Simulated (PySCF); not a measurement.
**Pb2OF2: from a saddle point downhill**

PySCF 2.14.0, RKS PBE0, Pb def2-SVP with ECP60, O def2-SVP, F def2-SVP; non-relativistic Hamiltonian with scalar-relativistic core potentials where named; density fitting; no spin-orbit coupling. Relaxed within the symmetry of its start, the geometry (D∞h) is

```xyz
5

Pb    0.0000    0.0000    2.1854
Pb    0.0000    0.0000   -2.1854
O     0.0000    0.0000    0.0000
F     0.0000    0.0000    4.3546
F     0.0000    0.0000   -4.3546
```

and its lowest harmonic modes are -236, -236, -132, -132, -26, -26 cm⁻¹ (negative: unstable). It was moved along the lowest mode and relaxed again, within the group C2v that the move left.

**Question.** Where does it end, and how much lower?

**Answer.** In C2v, 2.714 eV lower, after 27 steps:
```xyz
5

Pb    0.2503    0.6022    2.0364
Pb    0.2503    0.6022   -2.0364
O     0.4168    1.0031    0.0000
F    -0.5410   -1.3018    1.9671
F    -0.5410   -1.3018   -1.9671
```

**Question.** How do the contacts change?

**Answer.** 
| contact | saddle (Å) | end (Å) |
| --- | --- | --- |
| Pb1–O3 (O) | 2.185 | 2.082 |
| Pb1–F4 (F) | 2.169 | 2.063 |
| Pb2–F5 (F) | 2.169 | 2.063 |


No frequency check is given for the end, and other unstable modes may remain.

State: singlet.
